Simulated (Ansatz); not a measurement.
Reaction (redistribution): `F[Si]1(Cl)C[SiH2]1` + `[F][SnH]([Br])[Br]` → `Cl[SiH]1C[SiH2]1` + `[F][Sn]([F])([Br])[Br]`

Calculated with Ansatz (gas phase, PBE0-D4/def2-TZVP geometries, no zero-point term in ΔE). CCSD(T)/CBS is the MP2 limit (def2-TZVPP, def2-QZVPP) plus CCSD(T) − MP2 in def2-TZVPP, frozen cores. Functionals use def2-TZVPP. HSE06 is defined as in plane-wave codes. Elements past krypton have def2 core potentials. For Br, Sn outer-core shells are correlated without core-valence functions, which leaves a few kJ/mol of doubt a bond. Scalar relativity is left out up to krypton.

```json
{"level": "LDA (SPW92)", "ΔE (kJ/mol)": "94.1", "difference from CCSD(T)/CBS": "9.3"}
{"level": "BLYP-D4", "ΔE (kJ/mol)": "80.3", "difference from CCSD(T)/CBS": "-4.5"}
{"level": "r2SCAN0-D4", "ΔE (kJ/mol)": "91.4", "difference from CCSD(T)/CBS": "6.6"}
{"level": "HSE06-D4", "ΔE (kJ/mol)": "86.3", "difference from CCSD(T)/CBS": "1.5"}
{"level": "PBE0", "ΔE (kJ/mol)": "86.6", "difference from CCSD(T)/CBS": "1.8"}
{"level": "r2SCAN0", "ΔE (kJ/mol)": "91.5", "difference from CCSD(T)/CBS": "6.7"}
{"level": "CAM-B3LYP", "ΔE (kJ/mol)": "90.6", "difference from CCSD(T)/CBS": "5.8"}
{"level": "CCSD/def2-TZVPP", "ΔE (kJ/mol)": "91.7", "difference from CCSD(T)/CBS": "6.9"}
{"level": "SCS-MP2/def2-QZVPP", "ΔE (kJ/mol)": "85.2", "difference from CCSD(T)/CBS": "0.4"}
{"level": "MP2/CBS(def2)", "ΔE (kJ/mol)": "85.7", "difference from CCSD(T)/CBS": "0.9"}
{"level": "CCSD(T)/CBS", "ΔE (kJ/mol)": "84.8", "difference from CCSD(T)/CBS": "0"}
```

(1) What do rigid-rotor, harmonic-oscillator terms from PBE0-D4/def2-TZVP frequencies (298.15 K, 1 bar) make of the CCSD(T)/CBS value? (An estimate is asked.)

Largest T1 diagnostic among the species: 0.012.

Results:

(1) Computed: ΔZPE = +0.9 kJ/mol, ΔH = +86.2 kJ/mol, ΔS = -3 J/(mol·K), ΔG = +87.1 kJ/mol.

From r2SCAN to r2SCAN0 (25 % exact exchange), in def2-TZVPP and without D4, ΔE moves by +5.9 kJ/mol. Leaving LDA and LC-ωPBE aside and taking each functional with its dispersion term where it has one, the values, not all of them listed here, spread over 16.7 kJ/mol, from revPBE-D4 to BHLYP-D4. LDA lies +14.1 kJ/mol from PBE without D4. At CCSD(T), def2-SVP lies −12.1 kJ/mol from the extrapolated value and def2-TZVPP +4.3 kJ/mol.
